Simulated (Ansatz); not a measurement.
Reactions of CH₅ClO₂Si₂, SMILES `O=C[SiH](Cl)O[SiH3]`.

Computed with Ansatz on PBE0-D4/def2-TZVP structures; ΔE is electronic, products minus reactants. CBS: MP2 limit from def2 TZ/QZ plus the TZ coupled-cluster correction, frozen cores. This one scheme is used for every species. DFT in def2-TZVPP. For Ge, Zn outer-core shells are correlated without core-valence functions, which leaves a few kJ/mol of doubt a bond. Scalar relativity is left out up to krypton. Each species was taken in one conformer, which may not be the lowest.

```tsv
reaction	PBE-D4 (kJ/mol)	HF/CBS(def2) (kJ/mol)	ωB97X-V (kJ/mol)	CCSD/CBS(def2) (kJ/mol)	CCSD(T)/CBS(def2) (kJ/mol)
`O=C[SiH](Cl)O[SiH3]` → `[SiH3]O[Si]1(Cl)CO1`	-32	-10	-33	-34	-35
`O=C[SiH](Cl)O[SiH3]` + `COCS` → `CO[SiH](Cl)O[SiH3]` + `O=CCS`	-171	-199	-182	-190	-187
`O=C[SiH](Cl)O[SiH3]` + `O[SiH2]N[SiH3]` → `[SiH3]N[SiH2]O[SiH3]` + `O=C[SiH](O)Cl`	-4	-1	-2	-2	-2
`O=C[SiH](Cl)O[SiH3]` + `CC[CH2][ZnH]` → `CC[SiH](Cl)O[SiH3]` + `O=C[CH2][ZnH]`	-88	-95	-88	-85	-85
`O=C[SiH](Cl)O[SiH3]` + `[BH2][GeH2][Cl]` → `[SiH3]O[SiH](Cl)Cl` + `[BH2][GeH2][CH]=O`	-33	-10	-19	-23	-25
`O=C[SiH](Cl)O[SiH3]` + CH₃OH → `CO[SiH](Cl)O[SiH3]` + `C=O`	-116	-152	-131	-135	-132
`O=C[SiH](Cl)O[SiH3]` + `[NH2][AlH][NH2]` → `O=C[SiH2]Cl` + `[NH2][Al]([NH2])[O][SiH3]`	-29	-37	-29	-33	-31
`O=C[SiH](Cl)O[SiH3]` + BH₃ → `B[SiH](Cl)O[SiH3]` + `C=O`	0	5	7	5	7
`O=C[SiH](Cl)O[SiH3]` → `Cl[SiH]1CO[SiH2]O1`	-164	-155	-174	-175	-174
`O=C[SiH](Cl)O[SiH3]` + HCl → `[SiH3]O[SiH](Cl)Cl` + `C=O`	-111	-131	-117	-120	-118
```

Largest T1 diagnostic: 0.016, for `O=C[CH2][ZnH]`.
